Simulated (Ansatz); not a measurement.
Z-matrix (Å, degrees):
```
Si
H 1 1.4810
Si 1 2.1517 2 117.43
H 3 1.4770 1 119.71 2 -179.31
H 3 1.4778 4 112.92 1 157.88
Si 1 2.3236 2 118.39 3 -151.43
H 6 1.4813 1 107.24 2 170.44
H 6 1.4827 7 109.54 1 121.90
H 6 1.4827 7 109.12 8 118.25
```
Charge 0, spin multiplicity 1.

The numbers are results of frozen-core CCSD(T)/cc-pVQZ // B3LYP-D3(BJ)/def2-TZVP (Ansatz, an electronic-structure program), not measurements. The restricted HF reference is unstable towards unrestricted orbitals.

| Quantity | Value |
|---|---|
| HF energy | -870.27011 Ha |
| MP2 correlation energy | -0.39567 Ha |

Task: Estimate the CCSD correlation energy, the (T) correction, the total energy and the T1 diagnostic.

Result: 
```yaml
CCSD correlation energy: -0.44954 Ha
"(T) correction": -0.02120 Ha
CCSD(T) total energy: -870.74085 Ha
T1 diagnostic: 0.016
```
